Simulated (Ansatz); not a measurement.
Job for Ansatz (a first-principles code): R-B3LYP/def2-TZVPP on HKO (SMILES [OH][K]).

Ansatz 0.2 input:
```yaml
crystal:
  periodic: [false, false, false]
  atoms:
    - {symbol: K, position_ang: [-0.00000000, -0.00000000, -0.74841103]}
    - {symbol: O, position_ang: [0.00000000, 0.00000000, 1.47360356]}
    - {symbol: H, position_ang: [0.00000000, 0.00000000, 2.43098107]}
basis:
  gaussian:
    orbitals: def2-TZVPP
hamiltonian:
  xc: {name: B3LYP}
accuracy: high
relax: {f_tol: 0.0005, max_steps: 60}
scf: {lower_state_search: off}
output: {forces: true}
```

The log:

```
WARN ansatz: RAYON_NUM_THREADS=1 ignored (pool sized by the plan → 1); use --threads N
Functional definition: B3LYP
these checks for a lower state are left out or cut short: stability, starts, cluster_reference, orbital_swaps, neighbouring_geometries, increment
integrals: 0.08 GiB planned
1301 factors; integrals over basis functions are off by at most 2.5e-9 eV
mean field: 0.29 GiB planned
mean field evaluation 1: about -18380.5060 eV, gradient 7.3e1 eV
mean field evaluation 2: about -18224.5959 eV, gradient 1.7e2 eV
mean field evaluation 4: about -18389.6518 eV, gradient 1.2e1 eV
mean field evaluation 8: about -18389.9270 eV, gradient 4.5e-1 eV
mean field evaluation 16: about -18389.9274 eV, gradient 1.2e-6 eV
mean field -18389.92743425 eV, -675.8173680681 hartree, gradient 8.1e-9 eV, S^2 0.000000; 0 other end points of the search recorded, 0 dependent functions left out
the calculation of the forces begins
reference -18389.92747461 eV, -675.8173695512 hartree; 14, 14 occupied and 64, 64 virtual orbitals, 1301 factors
relax step   1: F+E_penalty+E_count = -18389.92743425 eV  Δ(F+E_penalty+E_count) = +0.000e0 eV  max|allowed force component| = 1.012e-1 eV/Å  Δτ_max = 0.0000 Å  (17 SCF iters, accepted)
these checks for a lower state are left out or cut short: stability, starts, cluster_reference, orbital_swaps, neighbouring_geometries, increment
integrals: 0.08 GiB planned
1301 factors; integrals over basis functions are off by at most 2.5e-9 eV
mean field: 0.29 GiB planned
mean field -18389.92751495 eV, -675.8173710340 hartree, gradient 1.9e-8 eV, S^2 0.000000; 0 other end points of the search recorded, 0 dependent functions left out
the calculation of the forces begins
reference -18389.92755530 eV, -675.8173725167 hartree; 14, 14 occupied and 64, 64 virtual orbitals, 1301 factors
relax step   2: F+E_penalty+E_count = -18389.92751495 eV  Δ(F+E_penalty+E_count) = -8.071e-5 eV  max|allowed force component| = 2.132e-2 eV/Å  Δτ_max = 0.0009 Å  (15 SCF iters, accepted)
these checks for a lower state are left out or cut short: stability, starts, cluster_reference, orbital_swaps, neighbouring_geometries, increment
integrals: 0.08 GiB planned
1301 factors; integrals over basis functions are off by at most 2.5e-9 eV
mean field: 0.29 GiB planned
mean field evaluation 32: about -18389.9275 eV, gradient 4.7e-9 eV
mean field -18389.92751927 eV, -675.8173711926 hartree, gradient 6.7e-9 eV, S^2 0.000000; 0 other end points of the search recorded, 0 dependent functions left out
the calculation of the forces begins
reference -18389.92755962 eV, -675.8173726753 hartree; 14, 14 occupied and 64, 64 virtual orbitals, 1301 factors
relax step   3: F+E_penalty+E_count = -18389.92751927 eV  Δ(F+E_penalty+E_count) = -4.317e-6 eV  max|allowed force component| = 3.055e-4 eV/Å  Δτ_max = 0.0003 Å  (15 SCF iters, accepted)
Total energy: -18389.92755962 eV, -675.8173726753 hartree
Atom 0 at     0.000000    -0.000000    -0.748569 Å, force    -0.000000    -0.000000    -0.000233 eV/Å
Atom 1 at    -0.000000     0.000000     1.474553 Å, force     0.000000     0.000000    -0.000073 eV/Å
Atom 2 at     0.000000    -0.000000     2.430190 Å, force    -0.000000     0.000000     0.000306 eV/Å
Dipole moment:     0.000000     0.000000    -1.472674 e Å
Checks for a lower state left out: stability, starts, cluster_reference, orbital_swaps, neighbouring_geometries, increment
```

The calculation finished and met its thresholds.

Cost: around 8 core-seconds (rough).
